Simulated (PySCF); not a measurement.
Job file and geometry (Å, from GFN2-xTB) of an NMR shielding run on `InChI=1S/C6H11NSSi/c1-8-9(2)4-3-6(9)5-7/h6H,3-4H2,1-2H3/t6-,9+/m1/s1`, GIAO PBE0/pcSseg-1 NMR shielding, non-relativistic, gas phase in PySCF; density fitting, a coarse starting grid and PySCF grid level 2 are the driver's defaults:

```
{"job": {"kind": "nmr", "xc": "PBE0", "basis": "pcSseg-1"}, "charge": 0, "multiplicity": 1}
C      3.149230    -0.533380     0.061237
S      1.720685    -1.095663     1.037945
Si     0.146341    -0.032063     0.016432
C      0.595736     1.775325    -0.347555
C     -0.830921    -0.986503    -1.328951
C     -2.119502    -0.906342    -0.487233
C     -1.571598    -0.333614     0.840435
C     -2.237327     0.845269     1.267475
N     -2.752321     1.827825     1.556115
H      3.276208     0.536572     0.184474
H      3.001015    -0.786496    -0.982843
H      4.015796    -1.056865     0.450388
H      1.340472     1.851609    -1.134718
H      0.992273     2.260632     0.540313
H     -0.282772     2.331863    -0.659864
H     -0.511886    -2.015106    -1.487323
H     -0.928573    -0.520688    -2.306412
H     -2.839421    -0.219401    -0.930655
H     -2.605503    -1.870555    -0.352575
H     -1.563079    -1.061741     1.650583
```

**Question.** Write the output of this run.

**Answer.** 
```
coarse grid: 17648 points
cycle   1  E = -976.8952407567  dE =  1.006e+00  |g| = 5.790e-01  |ddm| = 4.145e+00
cycle   2  E = -976.7769586998  dE =  1.183e-01  |g| = 9.457e-01  |ddm| = 1.408e+00
cycle   3  E = -976.9699577631  dE = -1.930e-01  |g| = 2.342e-01  |ddm| = 9.184e-01
cycle   4  E = -976.9820608370  dE = -1.210e-02  |g| = 4.303e-02  |ddm| = 1.982e-01
cycle   5  E = -976.9824487584  dE = -3.879e-04  |g| = 1.336e-02  |ddm| = 5.262e-02
cycle   6  E = -976.9824950993  dE = -4.634e-05  |g| = 3.094e-03  |ddm| = 1.857e-02
cycle   7  E = -976.9824971866  dE = -2.087e-06  |g| = 9.228e-04  |ddm| = 4.345e-03
final grid: 161008 points
cycle   8  E = -977.0377456329  dE = -3.666e-05  |g| = 9.777e-03  |ddm| = 3.251e-02
cycle   9  E = -977.0377320441  dE =  1.359e-05  |g| = 1.213e-02  |ddm| = 1.942e-02
cycle  10  E = -977.0377696086  dE = -3.756e-05  |g| = 9.526e-04  |ddm| = 1.167e-02
cycle  11  E = -977.0377697755  dE = -1.669e-07  |g| = 5.201e-04  |ddm| = 1.343e-03
cycle  12  E = -977.0377698282  dE = -5.274e-08  |g| = 1.459e-04  |ddm| = 4.478e-04
cycle  13  E = -977.0377698330  dE = -4.790e-09  |g| = 3.415e-05  |ddm| = 1.503e-04
cycle  14  E = -977.0377698333  dE = -2.535e-10  |g| = 8.188e-06  |ddm| = 3.889e-05
converged SCF energy = -977.0377698333

GIAO shielding tensors (ppm)
atom      isotropic    diamagn.    paramagn.     s11        s22        s33       span
  0 C      175.413     251.674     -76.261    164.343    171.412    190.485     26.142
  1 S      651.970    1059.804    -407.834    579.371    595.680    780.860    201.489
  2 Si     314.653     879.578    -564.924    266.647    302.786    374.527    107.879
  3 C      187.139     256.771     -69.632    175.540    187.729    198.147     22.607
  4 C      164.012     255.647     -91.635    140.572    167.137    184.328     43.756
  5 C      162.808     250.530     -87.722    147.771    159.920    180.734     32.964
  6 C      168.958     258.220     -89.262    147.072    176.241    183.560     36.487
  7 C       60.903     259.500    -198.597    -60.020    -51.955    294.683    354.704
  8 N      -30.793     341.000    -371.793   -188.290   -170.950    266.860    455.149
  9 H       29.652      30.653      -1.001     23.423     28.969     36.565     13.142
 10 H       29.785      30.634      -0.849     24.051     28.207     37.098     13.047
 11 H       29.637      28.334       1.303     23.655     26.554     38.703     15.048
 12 H       31.030      31.829      -0.799     26.368     29.489     37.234     10.866
 13 H       31.160      31.751      -0.591     26.937     28.441     38.102     11.165
 14 H       30.614      32.477      -1.862     25.831     28.508     37.504     11.673
 15 H       30.064      31.909      -1.845     26.306     28.506     35.380      9.075
 16 H       30.061      32.060      -1.999     26.260     27.864     36.057      9.796
 17 H       29.499      30.949      -1.450     25.470     28.359     34.668      9.198
 18 H       29.132      29.765      -0.633     24.536     27.068     35.792     11.256
 19 H       29.349      31.038      -1.689     25.964     28.364     33.718      7.754
```

**Question.** Turn these shieldings into chemical shifts. Chemical shifts δ = σref − σ; ¹³C (186.93 ppm), ²⁹Si (349.16 ppm), ¹H (31.72 ppm) vs TMS; CS2 for ³³S (503.73 ppm); ¹⁵N (267.73 ppm) against NH3, all at this level.

**Answer.** Averaging equivalent atoms: C 7: 126.0; C 5: 24.1; C 4: 22.9; C 6: 18.0; C 0: 11.5; C 3: -0.2; S 1: -148; Si 2: 34.5; N 8: 298.5; H 18: 2.58; H 19: 2.37; H 17: 2.22; H 9/10/11: 2.03; H 16: 1.66; H 15: 1.65; H 12/13/14: 0.78 ppm. Experimental scales use liquid or dissolved standards, which lie at an offset from isolated NH3 (liquid NH3: subtract about 20 ppm). Unscaled 15N shifts of sp2 nitrogen come out 20 to 40 ppm too high even then.

Size and cost of the density-fitted run: 222 basis functions, 45 s wall time on 1 thread of an x86-64 server CPU, shared host.
